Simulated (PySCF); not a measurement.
One entry of a table of gas-phase calculations, keyed by method. Lists by class give the value and the number of equivalent atoms.

```json
{
 "formula": "C5H10Se",
 "smiles": "C=C(C)[C@H](C)[SeH]",
 "charge": 0,
 "multiplicity": 1,
 "geometry_level": "PBE0-D3(BJ)/def2-SVP",
 "electronic_structure_code": "PySCF",
 "results": {
  "PBE0-D3(BJ)/def2-SVP geometry optimisation, gas phase": {
   "point_group": "C1",
   "rotational_constants_GHz": [3.191, 1.519, 1.212]
  },
  "CAM-B3LYP/def2-SVPD ground state, ΔSCF and vertical TDDFT (core frozen in the response)": {
   "dipole_D": 1.48,
   "homo_eV": -7.82,
   "lumo_eV": 0.54,
   "S1_eV": 4.71,
   "strongest_line_of_10_singlets_eV": 6.7,
   "T1_tda_eV": 4.14,
   "polarisability_au": 91.3,
   "vertical_ip_eV": 8.71,
   "r2_bohr2_about_centre_of_nuclear_charge": 1026.8,
   "singlets_eV_and_f": [
    [4.71, 0.0],
    [5.26, 0.017],
    [6.36, 0.107],
    [6.47, 0.086],
    [6.7, 0.246],
    [6.91, 0.011],
    [7.09, 0.006],
    [7.26, 0.038],
    [7.4, 0.028],
    [7.66, 0.063]
   ],
   "triplets_tda_eV": [4.14, 4.25, 4.83, 6.0]
  },
  "CAM-B3LYP/pcSseg-1 ground state and GIAO shieldings, non-relativistic": {
   "shift_vs_computed_TMS_C_by_class_ppm": [
    [160.3, 1],
    [120.8, 1],
    [41.5, 1],
    [27.1, 1],
    [25.5, 1]
   ],
   "shift_vs_computed_TMS_H_by_class_ppm": [
    [5.2, 1],
    [5.19, 1],
    [3.1, 1],
    [2.35, 1],
    [2.05, 3],
    [1.58, 3]
   ],
   "shielding_other_nuclei_by_class_ppm": [
    ["Se", 1583.2, 1]
   ]
  },
  "B3LYP/pcJ-1 Se:pcSseg-1 indirect spin-spin coupling, non-relativistic, gas phase; spin–dipole term left out": {
   "largest_one_bond_couplings_by_class_Hz": [
    ["13C–1H", 167.7, 1],
    ["13C–1H", 166.4, 1],
    ["13C–1H", 147.7, 1],
    ["13C–1H", 134.8, 3],
    ["13C–1H", 133.7, 3],
    ["13C–13C", 78.6, 1],
    ["13C–13C", 46.6, 1],
    ["13C–13C", 43.7, 1]
   ]
  }
 }
}
```

No computed singlet falls in the visible range (750 to 380 nm, 1.65 to 3.26 eV); S1 lies 1.45 eV above its blue end. The dipole equals about 4.9 × 10⁻³⁰ C·m (1 D = 3.33564 × 10⁻³⁰ C·m).

 Relativistic effects, spin–orbit coupling among them, are left out although an element past zinc is present. Atoms bound to Se lack the heavy atom's spin–orbit term in their shielding, so their NMR values are less reliable. NMR classes are plain means over equivalent atoms (diastereotopic ones count apart unless rotation or inversion swaps them), as if these changed places fast; in this geometry the members of some classes differ.

The values belong to the conformer `[CH2:1]=[C:2]([CH3:3])[C@H:4]([CH3:5])[SeH:6]`: C1–C2–C4–C5 22°, H–Se6–C4–C2 -157°.
